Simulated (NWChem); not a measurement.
# MgBr$_{2}$; SMILES [Br][Mg][Br]

```xyz
3

Mg     0.0000     0.0000     0.1566
Br     2.3414     0.0000     0.1565
Br    -2.3414     0.0000     0.1565
```
Atoms are numbered in this order, from 1.

Computed with NWChem. Pople sets run with spherical d functions. Geometry: optimised at PBE0/def2-SVP. B3LYP is NWChem's, with the RPA form of VWN correlation. Vzz is the largest principal value of the second derivative of the potential at the nucleus (NWChem prints the opposite sign); η is the asymmetry. Non-relativistic.

### Question
What does the run give for B3LYP/6-31G*? Quantities: Vzz Mg1 (a.u.); η Mg1; Vzz Br3 (a.u.); η Br3.

### Answer
| Quantity | Result |
|---|---|
| Vzz Mg1 (a.u.) | -0.493 |
| η Mg1 | 0.00 |
| Vzz Br3 (a.u.) | 2.173 |
| η Br3 | 0.00 |
